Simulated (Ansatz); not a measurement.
Reaction (redistribution): `[BH2][AlH][AlH][CH3]` + `CO[SiH2]SC` → `[BH2][AlH][S]C` + `CO[SiH2][AlH][CH3]`

Program: Ansatz. Geometries: PBE0-D4/def2-TZVP. ΔE: electronic, gas phase. CCSD(T)/CBS is the MP2 limit (def2-TZVPP, def2-QZVPP) plus CCSD(T) − MP2 in def2-TZVPP, frozen cores. DFT in def2-TZVPP. B3LYP here is the variant with VWN-RPA as its local correlation; programs differ in this. Each species was taken in one conformer, which may not be the lowest.

```json
{"level": "PBE-D4", "ΔE (kcal/mol)": "-5.2", "difference from CCSD(T)/CBS": "1.4"}
{"level": "r2SCAN-D4", "ΔE (kcal/mol)": "-6.1", "difference from CCSD(T)/CBS": "0.5"}
{"level": "PBE0-D4", "ΔE (kcal/mol)": "-5.7", "difference from CCSD(T)/CBS": "0.9"}
{"level": "B3LYP-D4", "ΔE (kcal/mol)": "-6.9", "difference from CCSD(T)/CBS": "-0.3"}
{"level": "ωB97X-V", "ΔE (kcal/mol)": "-6.8", "difference from CCSD(T)/CBS": "-0.2"}
{"level": "ωB97M-V", "ΔE (kcal/mol)": "-7.3", "difference from CCSD(T)/CBS": "-0.7"}
{"level": "B2PLYP", "ΔE (kcal/mol)": "-6.8", "difference from CCSD(T)/CBS": "-0.2"}
{"level": "PBE", "ΔE (kcal/mol)": "-5.1", "difference from CCSD(T)/CBS": "1.5"}
{"level": "r2SCAN", "ΔE (kcal/mol)": "-6.0", "difference from CCSD(T)/CBS": "0.6"}
{"level": "PBE0", "ΔE (kcal/mol)": "-5.6", "difference from CCSD(T)/CBS": "1.0"}
{"level": "B3LYP", "ΔE (kcal/mol)": "-6.7", "difference from CCSD(T)/CBS": "-0.1"}
{"level": "HF/def2-TZVPP", "ΔE (kcal/mol)": "-6.9", "difference from CCSD(T)/CBS": "-0.3"}
{"level": "MP2/def2-TZVPP", "ΔE (kcal/mol)": "-7.0", "difference from CCSD(T)/CBS": "-0.4"}
{"level": "SCS-MP2/def2-TZVPP", "ΔE (kcal/mol)": "-7.0", "difference from CCSD(T)/CBS": "-0.4"}
{"level": "CCSD/def2-TZVPP", "ΔE (kcal/mol)": "-6.6", "difference from CCSD(T)/CBS": "0.0"}
{"level": "CCSD(T)/def2-TZVPP", "ΔE (kcal/mol)": "-6.5", "difference from CCSD(T)/CBS": "0.1"}
{"level": "HF/def2-QZVPP", "ΔE (kcal/mol)": "-6.9", "difference from CCSD(T)/CBS": "-0.3"}
{"level": "MP2/def2-QZVPP", "ΔE (kcal/mol)": "-7.0", "difference from CCSD(T)/CBS": "-0.4"}
{"level": "SCS-MP2/def2-QZVPP", "ΔE (kcal/mol)": "-7.1", "difference from CCSD(T)/CBS": "-0.5"}
{"level": "HF/CBS(def2)", "ΔE (kcal/mol)": "-6.9", "difference from CCSD(T)/CBS": "-0.3"}
{"level": "MP2/CBS(def2)", "ΔE (kcal/mol)": "-7.1", "difference from CCSD(T)/CBS": "-0.5"}
{"level": "CCSD/CBS(def2)", "ΔE (kcal/mol)": "-6.7", "difference from CCSD(T)/CBS": "-0.1"}
{"level": "CCSD(T)/CBS", "ΔE (kcal/mol)": "-6.6", "difference from CCSD(T)/CBS": "0"}
```

Largest T1 diagnostic among the species: 0.013.
